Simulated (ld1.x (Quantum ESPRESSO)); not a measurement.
Cutoff test, B (Z = 5), RRKJ

boron (B), norm-conserving RRKJ (Kleinman–Bylander form), made with ld1.x (Quantum ESPRESSO) 7.5 (PBE, non-relativistic). Core [He], reference 2s2 2p0 (charge +1). Waves: 2p (bound, empty): rc 2.40 bohr; 2s (bound): rc 1.20 bohr. Local part: the s channel. Core correction: a·sin(br)/r model core, default radius (core density twice the valence density).

The pseudo-atom Hamiltonian at the reference potential is diagonalised in spherical Bessel functions j_l(qr) that vanish at 20 bohr, with q² up to the cutoff. All-electron valence levels (Ry): 2p -0.9824, 2s -1.4336.

How do the lowest levels (Ry) of each channel move with the cutoff, and are there ghosts?

| cutoff (Ry) | p #1 | p #2 | s #1 | d #1 | d #2 | f #1 | f #2 | Σ f·Δε (mRy) |
| --- | --- | --- | --- | --- | --- | --- | --- | --- |
| 8 | -0.8845 | -0.2112 | -1.3652 | -0.1586 | -0.0547 | -0.0443 | 0.0608 | 136.9 |
| 12 | -0.9556 | -0.2237 | -1.3998 | -0.1587 | -0.0548 | -0.0443 | 0.0608 | 67.6 |
| 18 | -0.9807 | -0.2281 | -1.4251 | -0.1587 | -0.0548 | -0.0443 | 0.0608 | 17.1 |
| 25 | -0.9824 | -0.2284 | -1.4312 | -0.1587 | -0.0548 | -0.0443 | 0.0608 | 4.8 |
| 40 | -0.9824 | -0.2284 | -1.4323 | -0.1588 | -0.0548 | -0.0443 | 0.0608 | 2.6 |
| 50 | -0.9824 | -0.2284 | -1.4329 | -0.1588 | -0.0548 | -0.0443 | 0.0608 | 1.5 |
| 60 | -0.9824 | -0.2284 | -1.4333 | -0.1588 | -0.0548 | -0.0443 | 0.0608 | 0.6 |
| 80 | -0.9824 | -0.2284 | -1.4336 | -0.1588 | -0.0548 | -0.0443 | 0.0608 | 0.1 |
| 400 | -0.9824 | -0.2284 | -1.4336 | -0.1588 | -0.0548 | -0.0443 | 0.0608 | 0.0 |

Result: no extra level below or beside the all-electron valence levels (p, s, d, f tested); 10 mRy is reached at 21 Ry and 1 mRy at 60 Ry.
